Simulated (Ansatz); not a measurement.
BaBr₂, SMILES [Br][Ba][Br].

The structure is a stationary point at B3LYP-D3(BJ)/def2-SVP. The def2 effective core potentials stand for the cores of Ba; spin–orbit coupling is left out.

Two levels are set side by side: PBE/def2-TZVPD (Ansatz, a program for electronic structure) and ωB97X-V/def2-TZVPD (Ansatz). Energy differences of separate SCF runs at the same geometry; the states with an electron removed or added have multiplicity 2 and 2. Differences are taken from unrounded values.

```tsv
quantity	ωB97X-V	PBE	PBE minus ωB97X-V
vertical ionisation energy (eV)	9.63	8.70	-0.93
vertical electron affinity (eV)	0.91	1.06	0.15
vertical singlet–triplet gap (eV)	5.06	3.90	-1.16
```
